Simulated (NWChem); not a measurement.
System meant: isotetrasilane (Si₄H₁₀); SMILES [SiH3][SiH]([SiH3])[SiH3]

NWChem input:

```
start job
memory heap 200 mb stack 900 mb global 1100 mb
geometry units angstroms noautosym nocenter noautoz
  Si     2.185633    -0.360075    -0.156500
  Si     0.000000     0.000000     0.635814
  Si    -1.404650    -1.712777    -0.156500
  Si    -0.780983     2.072851    -0.156500
  H      2.715236    -1.687390     0.317524
  H      2.166447    -0.359195    -1.662119
  H      3.112252     0.729456     0.313905
  H      0.000000     0.000000     2.145538
  H     -0.924399    -3.060017     0.313905
  H     -1.394296    -1.696601    -1.662119
  H     -2.818940    -1.507769     0.317524
  H     -2.187853     2.330562     0.313905
  H      0.103704     3.195158     0.317524
  H     -0.772152     2.055796    -1.662119
end
basis spherical
  Si library 6-31g*
  H library 6-31g*
end
dft
  xc m06-2x
  iterations 150
end
property
  shielding 5 1 2 5 6 8
end
task dft property
```

End of the output:

```
 Vector   36  Occ=0.000000D+00  E= 2.971486D-02
              MO Center=  2.1D-01,  3.2D-01,  3.2D-02, r^2= 7.1D+00
   Bfn.  Coefficient  Atom+Function         Bfn.  Coefficient  Atom+Function
  ----- ------------  ---------------      ----- ------------  ---------------
    46      0.575674   3 Si s                30      0.552416   2 Si py
    88      0.529143  12 H  s                74      0.516749   5 H  s
    29      0.511522   2 Si px               49      0.446849   3 Si pz
    12      0.441443   1 Si py               65      0.422944   4 Si px
    90     -0.372100  13 H  s                66      0.338123   4 Si py

 center of mass
 --------------
 x =  -0.00000002 y =  -0.00000043 z =   0.05730272

 moments of inertia (a.u.)
 ------------------
         967.561894044267           0.000099950819          -0.000006091113
           0.000099950819         967.561606865372          -0.000018652008
          -0.000006091113          -0.000018652008        1743.369452114410

     Multipole analysis of the density
     ---------------------------------

     L   x y z        total         alpha         beta         nuclear
     -   - - -        -----         -----         ----         -------
     0   0 0 0     -0.000000    -33.000000    -33.000000     66.000000

     1   1 0 0      0.000049      0.000026      0.000026     -0.000002
     1   0 1 0     -0.000035     -0.000004     -0.000004     -0.000026
     1   0 0 1      0.051019     -1.280162     -1.280162      2.611344

     2   2 0 0    -45.786392   -274.528833   -274.528833    503.271274
     2   1 1 0     -0.000091     -0.000020     -0.000020     -0.000051
     2   1 0 1      0.000042      0.000018      0.000018      0.000006
     2   0 2 0    -45.786004   -274.528717   -274.528717    503.271429
     2   0 1 1     -0.000047     -0.000028     -0.000028      0.000008
     2   0 0 2    -45.253102    -58.654362    -58.654362     72.055622

          -----------------------------------------
          Chemical Shielding Tensors (GIAO, in ppm)
          -----------------------------------------

 ------------------------------------------------------------------------
  xm06: d2 not coded                    0
 ------------------------------------------------------------------------
 ------------------------------------------------------------------------
  current input line :
    30: task dft property
 ------------------------------------------------------------------------
 ------------------------------------------------------------------------
 This error has not yet been assigned to a category
 ------------------------------------------------------------------------
 For more information see the NWChem manual at https://nwchemgit.github.io

0: xm06: d2 not coded:Received an Error in Communication
```

Question: Find the fault in this run and fix the input.

Answer: The run crashed. Cause: this functional's second derivatives, which shieldings need, aren't coded here; the fix takes a hybrid GGA instead. This input runs:
```
start job
memory heap 200 mb stack 900 mb global 1100 mb
geometry units angstroms noautosym nocenter noautoz
  Si     2.185633    -0.360075    -0.156500
  Si     0.000000     0.000000     0.635814
  Si    -1.404650    -1.712777    -0.156500
  Si    -0.780983     2.072851    -0.156500
  H      2.715236    -1.687390     0.317524
  H      2.166447    -0.359195    -1.662119
  H      3.112252     0.729456     0.313905
  H      0.000000     0.000000     2.145538
  H     -0.924399    -3.060017     0.313905
  H     -1.394296    -1.696601    -1.662119
  H     -2.818940    -1.507769     0.317524
  H     -2.187853     2.330562     0.313905
  H      0.103704     3.195158     0.317524
  H     -0.772152     2.055796    -1.662119
end
basis spherical
  Si library 6-31g*
  H library 6-31g*
end
dft
  xc pbe0
  iterations 150
end
property
  shielding 5 1 2 5 6 8
end
task dft property
```
It converges to -1163.39472 Ha (PBE0/6-31G* (spherical d), GIAO).
